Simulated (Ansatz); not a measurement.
GeI2, singlet, at a GFN2-xTB geometry (core potentials on I), atoms displaced at random by about 0.05 Å a coordinate. Base run: B3LYP/def2-SVP in Ansatz (a quantum-chemistry and plane-wave program).

Here is a job for Ansatz.
Ansatz 0.2 input:
```yaml
crystal:
  periodic: [false, false, false]
  atoms:
    - {symbol: Ge, position_ang: [-0.05844117, -0.08523745, 1.20246249]}
    - {symbol: I, position_ang: [0.99647835, -1.68909423, -0.36371894]}
    - {symbol: I, position_ang: [-0.97907004, 1.81995182, -0.34879880]}
basis:
  gaussian:
    orbitals: def2-SVP
hamiltonian:
  xc: b3lyp
relax: {}
```

The base run was repeated with changes; each row names its change, and settings that it needs were set with it.

| change | ΔE vs base (µEh) | optimiser steps | core-seconds (rough) |
|---|---|---|---|
| base | 0.0 | 4 | 10 |
| relax = f_tol: 0.05 | 0.2 | 3 | 10 |
| relax = max_displacement: 0.02 | -0.3 | 5 | 20 |
| relax = f_tol: 0.002 | -0.3 | 5 | 20 |
| relax = escape_saddle: false | 0.0 | 4 | 20 |
| relax = max_displacement: 0.5 | -0.3 | 3 | 10 |
| relax = f_tol: 0.0005 | -0.3 | 5 | 20 |
